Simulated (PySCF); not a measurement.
Al(Me)(OH) (CH₄AlO), SMILES [CH3][Al+][OH], charge +1. Heavy atoms are numbered as in [Al+:1]([CH3:2])[OH:6]. Hydrogens are named by the atom that carries them.

Geometry: TPSSh-D3(BJ)/def2-TZVP. The multiplicity is an assumed one; other spin states were not compared. The isomer is the one that the SMILES or the coordinates give; other isomers of the formula were not compared. Other conformers were not sampled.

Method: PBE/pcSseg-2 run with PySCF.

GIAO shieldings, no solvent; atoms alike by connectivity are averaged. δ = σ(ref) − σ: ¹³C against TMS (σ = 181.4 ppm); ¹H against TMS (σ = 31.47 ppm); ¹⁷O against H2O (σ = 327.5 ppm), references at their B3LYP-D3(BJ)/def2-TZVP geometries, non-relativistic.

| nucleus | atoms | count | δ (ppm) |
|---|---|---|---|
| ¹³C | C2 (CH3) | 1 | -15.2 |
| ¹H | H on O6 | 1 | 4.28 |
| ¹H | H on C2 | 3 | 1.59 |
| ¹⁷O | O6 (OH) | 1 | 39.8 |
